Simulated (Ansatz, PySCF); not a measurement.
Process, species as SMILES: C=C[SiH2][SiH2]Cl + 5 [H][H] (H2) → 2 C (CH4) + Cl (HCl) + 2 [SiH4] (SiH4)
Each molecule is optimised on its own at B3LYP-D3(BJ)/def2-TZVP (Ansatz, an electronic-structure program), one conformer each, not searched for the lowest.

Quantity: energy of full hydrogenation (enthalpy at 298 K, with B3LYP-D3(BJ) rigid-rotor harmonic-oscillator terms from PySCF), in eV. Valence correlation only, unless marked. Spin-orbit coupling is left out. No relativistic terms. CBS(X,Y): correlation extrapolated as X^-3; Hartree-Fock from the larger set.

Level to compare with: CCSD(T)/CBS(cc-pV(T+d)Z,cc-pV(Q+d)Z) (Ansatz), -1.54 eV. It is a level with limits of its own, and the differences hold the functionals' basis error too.

Question: Rank these functionals by how close they come to CCSD(T)/CBS(cc-pV(T+d)Z,cc-pV(Q+d)Z), closest first: BHLYP/def2-TZVPD (Ansatz); CAM-B3LYP/def2-TZVPD (Ansatz); wB97X-V/def2-TZVPD (Ansatz); BLYP/def2-TZVPD (Ansatz).

Answer: BLYP/def2-TZVPD (GGA, -1.63 eV, difference -0.09), wB97X-V/def2-TZVPD (range-separated hybrid with VV10, -1.75 eV, difference -0.21), CAM-B3LYP/def2-TZVPD (range-separated hybrid, -2.01 eV, difference -0.47), BHLYP/def2-TZVPD (global hybrid, -2.11 eV, difference -0.57)
